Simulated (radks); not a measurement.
The neodymium ion Nd3+, configuration [Xe] 4f3.

All-electron calculation, Dirac Kohn-Sham, PBE, spin-unpolarised, spherical densities, finite nucleus; open shells fill j = l - 1/2 first; Fermi nuclear charge, rms radius 4.9123 fm. Program: a radial shooting solver on a logarithmic mesh with Libxc functionals.

Energy parts (eV):
| part | energy |
|---|---|
| total | -261989.76 |
| kinetic | 282517.54 |
| electron-nucleus | -638408.40 |
| Hartree | 99946.47 |
| exchange-correlation | -6045.37 |

Orbitals (lengths in bohr, moments of r in powers of bohr; r(90%) holds 90 % of the orbital's charge):
orbital  occ.  eigenvalue (eV)      <r^4>  r(90%)      <r>   <1/r>
1s1/2       2        -43387.30  1.527e-06  0.0426  0.02363   66.04
2s1/2       2        -7040.243  0.0002480   0.156   0.1005   15.63
2p1/2       2        -6662.296  0.0001552   0.139  0.08422   15.61
2p3/2       4        -6142.283  0.0001967   0.147  0.09064   14.03
3s1/2       2        -1552.022   0.009930   0.391   0.2660   5.664
3p1/2       2        -1390.577   0.009166   0.384   0.2556   5.577
3p3/2       4        -1286.785    0.01096   0.402   0.2681   5.181
3d3/2       4        -1005.553   0.008221   0.374   0.2395   5.051
3d5/2       6        -983.1238   0.008690   0.380   0.2433   4.951
4s1/2       2        -333.2140     0.2504   0.871   0.6064   2.356
4p1/2       2        -272.2096     0.2905   0.905   0.6225   2.252
4p3/2       4        -249.5905     0.3458   0.946   0.6503   2.120
4d3/2       4        -149.2336     0.5183    1.05   0.6977   1.903
4d5/2       6        -145.2151     0.5481    1.06   0.7076   1.871
4f5/2       3         -30.9299      3.624    1.65   0.9691   1.345
4f7/2       0         -30.4681      3.785    1.67   0.9788   1.332
5s1/2       2         -67.3276      7.792    2.06    1.437  0.9260
5p1/2       2         -50.3596      12.26    2.31    1.594  0.8256
5p3/2       4         -46.9791      14.73    2.42    1.669  0.7816

The highest occupied level is 4f5/2 at -30.930 eV. Summed over all electrons, <r^2> = 37.33 bohr^2, which gives a Langevin (diamagnetic) susceptibility term of -29.6 x 10^-6 cm^3/mol.
